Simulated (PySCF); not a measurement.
# Polarisability and C₆ of Kr(2+) (krypton, charge +2)

[Ar] 3d10 4s2 4p4, high-spin 3P determinant. Computed with PySCF 2.14 in aug-cc-pVQZ-PP with one added diffuse shell each of s, p, d, f, g type with ECP10MDF (8s7p6d4f3g, 114 functions), with a scalar-relativistic core potential. Coupled (time-dependent) response in atomic units; α is the mean over directions.

```json
{"method": "BHandHLYP", "mean α (bohr³)": "7.431", "α xx, yy, zz": "7.408, 7.478, 7.408", "C₆ (like pair)": "36.25", "S(−4)": "10.61"}
```

S(−4) is the Cauchy moment in α(ω) = α(0) + S(−4) ω² + …

Spin-orbit coupling is absent.

α(iu) at BHandHLYP:

```
u (hartree)  α(iu) (bohr³)
          0          7.431
     0.0500          7.405
      0.100          7.327
      0.200          7.032
      0.300          6.593
      0.500          5.516
      0.750          4.215
       1.00          3.199
       1.50          1.937
       2.00          1.279
       3.00         0.6822
       5.00         0.3018
```

A single London oscillator, α(iu) = α/(1 + u²/ω²), gives C₆ = (3/4) ω α². Matching the computed C₆ needs ω = 4 × 36.25 / (3 × 7.431²) = 0.875 hartree.

For an ion, C₆ is the dispersion term alone; charge-induced terms of lower order in 1/R come first.

The components differ because the open shell of this determinant is not spherical; for a pure term their mean is the scalar polarisability.

Energies and moments cover only the electrons outside the core potential.
